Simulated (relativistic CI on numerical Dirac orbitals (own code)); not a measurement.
Ligand-field terms of d4

Computed with a parametric ligand-field model of a d^n configuration (Racah B and C, spin-orbit zeta, crystal field), exact diagonalisation.

Field parameters in Wybourne normalisation: D3d B²₀ = −7Dσ, B⁴₀ = −14Dq − 21Dτ, B⁴₃ = −14√(10/7) Dq; D4h B²₀ = −7Ds, B⁴₀ = 21(Dq − Dt), B⁴₄ = 21√(5/14) Dq; Oh B⁴₀ = 21Dq, B⁴₄ = √(5/14) B⁴₀. The field is a parameter set, without covalency.

**Question.** Ground term and bands for B = 360, C = 1430, ζ = 0 cm⁻¹, D3d, 10Dq = 17100, Dσ = 1200, Dτ = -300 cm⁻¹?

**Answer.** Ground term 3A2 with 0.02 electrons in the two orbitals of the cubic e set. Spin-allowed: 3E 648 cm⁻¹, 3E 15373 cm⁻¹ (650 nm), 3A1 15435 cm⁻¹ (648 nm), 3E 15538 cm⁻¹ (644 nm). Lowest spin-forbidden: 1E 4726 cm⁻¹ (2116 nm), 1A1 4843 cm⁻¹ (2065 nm), 1E 5221 cm⁻¹ (1915 nm).

**Question.** Ground term and bands for B = 850, C = 3910, ζ = 0 cm⁻¹, D4h, 10Dq = 15200, Ds = -1500, Dt = 100 cm⁻¹?

**Answer.** Ground term 5A1 with 1.00 electrons in the two orbitals of the cubic e set. Spin-allowed: 5B1 5500 cm⁻¹ (1818 nm), 5E 15700 cm⁻¹ (637 nm), 5B2 20700 cm⁻¹ (483 nm). Lowest spin-forbidden: 3A2 7786 cm⁻¹ (1284 nm), 3E 12265 cm⁻¹ (815 nm), 1B2 18450 cm⁻¹ (542 nm).

**Question.** Ground term and bands for B = 730, C = 3420, ζ = 0 cm⁻¹, D4h, 10Dq = 20350, Ds = 2320, Dt = -200 cm⁻¹?

**Answer.** Ground term 5B1 with 1.00 electrons in the two orbitals of the cubic e set. Spin-allowed: 5A1 8280 cm⁻¹ (1208 nm), 5B2 20350 cm⁻¹ (491 nm), 5E 28310 cm⁻¹ (353 nm). Lowest spin-forbidden: 3E 309 cm⁻¹, 1A1 5857 cm⁻¹ (1707 nm), 3A2 7821 cm⁻¹ (1279 nm).

**Question.** Ground term and bands for B = 980, C = 3940, ζ = 0 cm⁻¹, Oh, 10Dq = 4700 cm⁻¹?

**Answer.** Ground term 5E with 1.00 electrons in the two orbitals of the cubic e set. Spin-allowed: 5T2 4700 cm⁻¹ (2128 nm). Lowest spin-forbidden: 3T1 17422 cm⁻¹ (574 nm), 3E 20241 cm⁻¹ (494 nm), 3T1 21563 cm⁻¹ (464 nm).

**Question.** Ground term and bands for B = 1010, C = 4950, ζ = 0 cm⁻¹, D3d, 10Dq = 27400, Dσ = 1200, Dτ = 310 cm⁻¹?

**Answer.** Ground term 3A2 with 0.03 electrons in the two orbitals of the cubic e set. Spin-allowed: 3E 5119 cm⁻¹ (1953 nm), 3A1 26508 cm⁻¹ (377 nm), 3E 26699 cm⁻¹ (375 nm), 3E 28610 cm⁻¹ (350 nm). Lowest spin-forbidden: 5E 3018 cm⁻¹ (3313 nm), 1E 14202 cm⁻¹ (704 nm), 1A1 18765 cm⁻¹ (533 nm).
